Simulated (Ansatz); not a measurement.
`C[S][AlH][GeH3]`, relaxed with RKS PBE-D4/def2-SVP in the Gaussian-basis code of Ansatz from a rough embedded geometry. The force threshold is 0.03 eV/Å; the program also tests the step.

Total charge 0; spin multiplicity 1.

Start:

```xyz
11

C    -0.182   -1.107   -1.951
S     1.014    0.162   -1.786
Al   -0.100    1.190   -0.076
Ge    0.424    0.544    2.213
H    -1.201   -0.737   -2.209
H     0.108   -1.861   -2.784
H    -0.268   -1.734   -1.025
H    -1.096    2.348   -0.410
H    -0.969    0.033    2.810
H     1.402   -0.592    2.212
H     0.869    1.753    3.006
```

(1) By how much does the energy fall, and how many steps does the optimiser take? (Estimate.)

(2) Which bonds change most? (Estimate.)

(3) Give the relaxed structure. (Best estimate.)

## Answers

(1) Computed: 0.69 eV, in 14 steps.

(2) The calculation gave: S2–Al3 from 2.285 to 2.192 Å; C1–S2 from 1.752 to 1.842 Å; Ge4–H10 from 1.499 to 1.557 Å; C1–H6 from 1.161 to 1.106 Å.

(3) Ansatz gave: 
```xyz
11

C    -0.140   -1.245   -1.670
S    -0.255    0.537   -2.122
Al   -0.093    1.624   -0.225
Ge    0.213    0.397    1.913
H    -1.132   -1.717   -1.799
H     0.582   -1.727   -2.356
H     0.203   -1.395   -0.628
H    -0.200    3.211   -0.378
H    -1.141   -0.143    2.461
H     1.147   -0.841    1.778
H     0.817    1.298    3.026
```
